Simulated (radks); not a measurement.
Neutral titanium inside a hard spherical wall (all orbitals vanish at R), configuration held at [Ar] 3d2 4s2 and not refilled when levels cross. Calculated with a radial shooting solver on a logarithmic mesh with Libxc functionals: scalar-relativistic Kohn-Sham, PBEsol, spin-polarised, spherical densities, point nucleus; open shells are filled with parallel spins first. Eigenvalues in eV for spin up, with the zero of energy where the potential of the charges vanishes at infinity; a dash marks a level that is unbound or too diffuse for the functional's potential to be trusted. A positive occupied level is held by the wall or, in an anion where self-interaction has pushed it up, behind a barrier. The pressure on the wall is -dE/dV.

| R (bohr) | E (hartree) | kinetic (hartree) | e(3s) | e(3p) | e(3d) | e(4s) | e(4p, empty) | e(5s, empty) | pressure (GPa) |
|---|---|---|---|---|---|---|---|---|---|
| free | -852.62704 | 859.692 | -63.066 | -39.396 | -4.851 | -4.693 | -1.547 | - | 0 |
| 15 | -852.62704 | 859.692 | -63.065 | -39.395 | -4.850 | -4.693 | -1.543 | 0.326 | < 0.0001 |
| 12 | -852.62693 | 859.693 | -63.054 | -39.384 | -4.839 | -4.684 | -1.511 | 0.923 | 0.00191 |
| 10 | -852.62610 | 859.700 | -62.992 | -39.322 | -4.781 | -4.637 | -1.396 | 2.001 | 0.0235 |
| 8 | -852.61926 | 859.748 | -62.675 | -39.007 | -4.487 | -4.376 | -0.913 | 4.788 | 0.297 |
| 7 | -852.60499 | 859.827 | -62.220 | -38.555 | -4.068 | -3.966 | -0.243 | 7.803 | 1.09 |
| 5 | -852.44616 | 860.482 | -59.471 | -35.854 | -1.539 | -0.756 | 4.351 | 24.312 | 18.4 |
| 3.5 | -851.59616 | 863.264 | -52.639 | -29.220 | 5.371 | 12.265 | 20.738 | 72.384 | 253 |
| 3 | -850.59730 | 866.408 | -47.591 | -24.236 | 11.088 | 25.667 | 36.329 | 113.16 | 761 |
| 2.5 | -848.21223 | 873.828 | -38.482 | -14.886 | 22.095 | 54.317 | 67.754 | 189.44 | 2780 |
